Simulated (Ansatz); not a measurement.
**doublet H: levels of theory in one basis**

A single H atom.

Basis set: def2-SVP (spherical functions). All electrons are correlated. Correlation on ROHF uses semicanonical orbitals with singles. Charge 0, multiplicity 2.

Computed with Ansatz (development build ahead of 0.2.0); each method stands on the lowest determinant of its kind that the runs found.

```tsv
method	E − E(ROHF) (eV)	<S²> of the determinant
ROHF	0.00	0.75
ROHF-MP2	0.00	–
ROHF-CCSD(T)	0.00	–
ROHF-CCSDT	0.00	–
ROHF-CCSDT(Q)	0.00	–
```

Question: Is a single determinant a sound starting point here?

Answer: By this sign, yes. Unrestricted orbitals gain 0.00 eV and <S²> is 0.75 against 0.75 for a pure state.
